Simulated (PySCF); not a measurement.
Mo(O)2(Cl)(SH) (ClHMoO₂S), SMILES [O]=[Mo]([SH])(=[O])[Cl], multiplicity 1.

Geometry: PBE0-D3(BJ)/def2-SVP. The multiplicity is an assumed one; no other spin state was optimised. The structure was generated by enumeration; whether it is a known compound was not checked. The def2 effective core potentials stand for the cores of Mo; spin–orbit coupling is left out. One conformer was computed; it need not be the lowest.

All values below come from TDA-M06-2X/def2-SVPD run with PySCF.

Vertical excitations. Gas-phase values at a fixed geometry.

Question: Give excitation energies, oscillator strengths and character. (Estimate from the structure and the level; the computed values follow.)

Answer: 
| state | energy (eV) | λ (nm) | f | main pairs |
|---|---|---|---|---|
| S1 | 4.24 | 293 | 0.056 | HOMO→LUMO 73 % |
| S2 | 4.52 | 274 | 0.002 | HOMO→LUMO+1 87 % |
| S3 | 4.70 | 264 | 0.013 | HOMO−4→LUMO+1 68 %, HOMO−2→LUMO+1 16 % |
| S4 | 4.82 | 257 | 0.001 | HOMO→LUMO+2 40 %, HOMO−2→LUMO 28 %, HOMO−1→LUMO 20 % |
| S5 | 4.87 | 255 | 0.003 | HOMO−4→LUMO 40 %, HOMO−1→LUMO 29 %, HOMO−2→LUMO 11 % |
| S6 | 5.03 | 246 | 0.027 | HOMO→LUMO+2 44 %, HOMO−1→LUMO 21 %, HOMO−2→LUMO 8 % |
| S7 | 5.14 | 241 | 0.000 | HOMO−4→LUMO 41 %, HOMO−2→LUMO 36 %, HOMO−1→LUMO 15 % |
| S8 | 5.41 | 229 | 0.024 | HOMO−3→LUMO 66 % |
| S9 | 5.48 | 226 | 0.002 | HOMO−4→LUMO+2 35 %, HOMO−3→LUMO+1 22 %, HOMO−2→LUMO+2 14 %, HOMO−7→LUMO+1 7 % |
| S10 | 5.60 | 221 | 0.002 | HOMO−4→LUMO+2 24 %, HOMO−1→LUMO+1 21 %, HOMO−3→LUMO+1 16 %, HOMO−2→LUMO+1 15 % |
| T1 | 3.42 | 362 | 0 | HOMO→LUMO 98 % |
| T2 | 4.21 | 294 | 0 | HOMO→LUMO+1 64 % |
| T3 | 4.34 | 285 | 0 | HOMO−4→LUMO+1 69 %, HOMO−2→LUMO+1 14 % |
| T4 | 4.44 | 279 | 0 | HOMO−4→LUMO 40 %, HOMO−2→LUMO 24 %, HOMO→LUMO+1 14 %, HOMO→LUMO+2 13 % |
Triplets are in the Tamm–Dancoff approximation.
